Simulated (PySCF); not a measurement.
Work out the structure from these simulated measurements.

Formula: C4H2F8.

- Dipole: 1.88 D [PBE0/pcSseg-1]
- Rotational structure: rotational constants A, B, C: 1.625, 0.673, 0.638 GHz [GFN2-xTB]
- 1H NMR: chemical shifts (computed TMS as zero) by class: 5.28 (2 H) ppm [GIAO PBE0/pcSseg-1]
- NMR, other nuclei: isotropic shieldings of nuclei other than C and H, by class: 264 (3 F), 315 (2 F), 318 (2 F), 456 (1 F) ppm [GIAO PBE0/pcSseg-1]
- 13C NMR: chemical shifts (computed TMS as zero) by class: 127.3 (1 C), 122.3 (1 C), 116.8 (1 C), 83.0 (1 C) ppm [GIAO PBE0/pcSseg-1]

The electronic properties come from PySCF, for the isolated species, density fitting. Levels stand in brackets. The structure is a single GFN2-xTB conformer in the gas phase; no vibrational or solvent corrections. NMR classes are plain means over equivalent atoms (diastereotopic ones count apart unless rotation or inversion swaps them), as if these changed places fast.

**Question.** What is the compound? Reason from the data.

**Answer.** Numbering: `[F:1][CH2:2][C:3]([F:4])([F:5])[C:6]([F:7])([F:8])[C:9]([F:10])([F:11])[F:12]`. Its formula, C4H2F8, gives 0 degrees of unsaturation, so no ring and no π bond. 4 carbons fall into 4 classes; from least to most shielded: CF3 carbon [C9] (127.3 ppm), CF2 carbon [C3] (122.3 ppm), CF2 carbon [C6] (116.8 ppm), sp3 C–F carbon [C2] (83.0 ppm). All hydrogens form one class (5.28 ppm): methylene hydrogen. The other shieldings belong to: 264 ppm, fluorine of a CF3 group [F10/F11/F12]; 315 ppm, fluorine of a CF2 group [F4/F5]; 318 ppm, fluorine of a CF2 group [F7/F8]; 456 ppm, alkyl fluorine [F1]. The optimised geometry has point group Cs and is an asymmetric top. Structure: 1,1,1,2,2,3,3,4-octafluorobutane, `FCC(F)(F)C(F)(F)C(F)(F)F`. The assignments are read from this structure; whether some other isomer fits the data as well wasn't checked.

The values belong to the conformer `[F:1][CH2:2][C:3]([F:4])([F:5])[C:6]([F:7])([F:8])[C:9]([F:10])([F:11])[F:12]`: F1–C2–C3–F4 -59°, C2–C3–C6–F7 58°, C3–C6–C9–F10 61°.
